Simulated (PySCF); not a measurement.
CH7AlP2, SMILES [PH2][Al]([CH3])[PH2].

The structure is a stationary point at TPSSh-D3(BJ)/def2-SVP. The structure was generated by enumeration; whether it is a known compound was not checked. The values are those of a single conformer.

Level of theory: TDDFT-B3LYP/def2-SVPD (PySCF).

Vertical excitations. 

```
state  energy (eV)  λ (nm)      f                            main pairs
-----  -----------  ------  -----  ------------------------------------
S1            4.42     280  0.054                        HOMO→LUMO 95 %
S2            4.98     249  0.017                      HOMO−1→LUMO 92 %
S3            5.18     239  0.084                      HOMO→LUMO+1 96 %
S4            5.38     230  0.016                      HOMO→LUMO+2 96 %
S5            5.76     215  0.096                    HOMO−1→LUMO+1 92 %
S6            5.99     207  0.001  HOMO−1→LUMO+2 68 %, HOMO→LUMO+4 26 %
S7            6.08     204  0.001    HOMO−3→LUMO 65 %, HOMO→LUMO+3 34 %
S8            6.12     203  0.029                      HOMO−2→LUMO 85 %
S9            6.33     196  0.013  HOMO→LUMO+4 65 %, HOMO−1→LUMO+2 26 %
S10           6.35     195  0.141    HOMO→LUMO+3 56 %, HOMO−3→LUMO 29 %
T1            3.81     326      0                        HOMO→LUMO 98 %
T2            4.34     285      0                      HOMO−1→LUMO 97 %
T3            4.90     253      0                      HOMO→LUMO+1 87 %
T4            5.05     245      0                      HOMO→LUMO+2 81 %
```
Triplets are in the Tamm–Dancoff approximation, which puts them higher than full response would, so one can lie above its singlet here.
